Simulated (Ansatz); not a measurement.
Ansatz (a program for electronic structure) input (PBE-QIDH/def2-TZVPD):

Ansatz 0.2 input:
```yaml
crystal:
  periodic: [false, false, false]
  atoms:
    - {symbol: Si, position_ang: [0.00214371, -0.01370182, 0.05877327]}
    - {symbol: C, position_ang: [1.74297543, 0.27800207, -0.58906731]}
    - {symbol: C, position_ang: [-0.97893547, -1.05593853, -1.16294346]}
    - {symbol: C, position_ang: [-0.85843566, 1.61743106, 0.36226972]}
    - {symbol: N, position_ang: [0.03523985, -0.89122367, 1.58704592]}
    - {symbol: H, position_ang: [1.71312592, 0.86219723, -1.51254411]}
    - {symbol: H, position_ang: [2.25160186, -0.66403599, -0.80484281]}
    - {symbol: H, position_ang: [2.34690200, 0.83067797, 0.13349035]}
    - {symbol: H, position_ang: [-1.08431973, -0.51702059, -2.10824730]}
    - {symbol: H, position_ang: [-1.97958051, -1.27042511, -0.78419552]}
    - {symbol: H, position_ang: [-0.48170200, -2.00549099, -1.36965291]}
    - {symbol: H, position_ang: [-1.86428932, 1.45605519, 0.75509369]}
    - {symbol: H, position_ang: [-0.94279252, 2.19853941, -0.55909705]}
    - {symbol: H, position_ang: [-0.30980893, 2.21897290, 1.09004193]}
    - {symbol: H, position_ang: [0.64054656, -1.71604657, 1.56625285]}
basis:
  gaussian:
    orbitals: def2-TZVPD
hamiltonian:
  xc: {name: PBE-QIDH}
magnetization: {spin_polarized: true, initial_magnetization: 1}
correlation: {electrons: outside_noble_gas}
```

Output:

```
Functional definition: PBE-QIDH
integrals: 1.01 GiB planned
1946 factors; integrals over basis functions are off by at most 1.1e-3 eV
mean field: 2.63 GiB planned
mean field evaluation 1: about -12616.5824 eV, gradient 3.7e1 eV
mean field evaluation 2: about -12616.6163 eV, gradient 3.7e1 eV
mean field evaluation 4: about -12623.1372 eV, gradient 2.2e0 eV
mean field evaluation 8: about -12623.1987 eV, gradient 3.3e-1 eV
mean field evaluation 16: about -12623.2004 eV, gradient 7.0e-3 eV
mean field evaluation 32: about -12623.0490 eV, gradient 2.1e0 eV
mean field -12623.20037662 eV, -463.8940575283 hartree, gradient 4.1e-6 eV, S^2 0.756409; 2 other end points of the search recorded, 0 dependent functions left out
9 core orbitals not correlated
reference -12623.20039486 eV, -463.8940581984 hartree; 16, 15 occupied and 256, 257 virtual orbitals, 1946 factors
second order -24.79002527 eV of doubles, -0.00000000 eV of singles
Total energy: -12631.46373661 eV, -464.1977304068 hartree
```

It need not be the lowest isomer of its formula.
